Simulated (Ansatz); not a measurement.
The first iterations of a band of CH3AlF3 + FH + H (11 atoms, charge 0, multiplicity 1).

Theory: RKS PBE0-D4/6-31G (Ansatz).

```json
{
  "movable images": "7",
  "climbing image": "yes",
  "spring": "5.0 eV/Å²",
  "optimiser": "quadratic models (default)",
  "start path": "through a guess of the saddle point",
  "force threshold": "0.03 eV/Å",
  "iteration limit": "60",
  "end points": "relaxed"
}
```

Image 0:

```xyz
11
Properties=species:S:1:pos:R:3
Al -0.538 0.100 -0.406
C 0.579 -1.053 -1.488
F -2.148 0.540 -0.766
F 0.269 1.587 0.243
H -0.347 0.209 2.136
F -0.644 -0.524 1.369
H 0.294 1.702 1.530
F 0.115 1.305 2.509
H 0.086 -2.013 -1.677
H 1.535 -1.258 -0.993
H 0.798 -0.595 -2.459
```

Image 8:

```xyz
11
Properties=species:S:1:pos:R:3
Al -1.258 0.670 0.431
C 1.201 -0.720 -1.154
F -1.998 -0.693 -0.236
F -0.690 1.943 -0.522
H -0.382 0.453 2.441
F -1.847 1.134 2.013
H 1.900 -0.983 -0.359
F 0.159 0.103 1.683
H 1.053 0.364 -1.176
H 0.251 -1.242 -1.002
H 1.610 -1.029 -2.118
```

| iteration | highest image above the first end (eV) | largest band force component (eV/Å) |
| --- | --- | --- |
| 1 | 8.547 | 16.195 |
| 2 | 2.334 | 3.075 |
| 3 | 1.435 | 1.673 |
| 4 | 1.116 | 1.201 |
| 5 | 1.066 | 1.059 |
| 6 | 1.015 | 0.908 |
| 7 | 1.020 | 1.136 |
| 8 | 0.970 | 0.385 |
| 9 | 0.983 | 0.377 |
| 10 | 0.976 | 0.492 |
| 11 | 0.975 | 0.497 |
| 12 | 0.973 | 0.533 |
| 13 | 0.963 | 0.479 |
| 14 | 0.949 | 0.244 |
| 15 | 0.939 | 0.310 |
| 16 | 0.930 | 0.462 |
| 17 | 0.920 | 0.182 |

Task: Does the band converge within its limit, and where does its top end?

Result: It converged. It ended after 51 iterations with the highest image 0.940 eV above the first end. The profile has 2 maxima (images 1, 3) with wells between them (image 2): this band takes more than one step, which may be the mechanism or a detour left from its start path. A vibrational analysis at the climbing image gives one clearly imaginary mode, 111i cm⁻¹: a first-order saddle point. The orbitals stay closed-shell, which can raise the energy where a bond breaks towards radicals; this wasn't checked here. Limits of this set-up: no polarisation functions.

The run took 21 min on 1 thread of Arm Neoverse V1, on a shared host, peak memory 0.16 GiB.
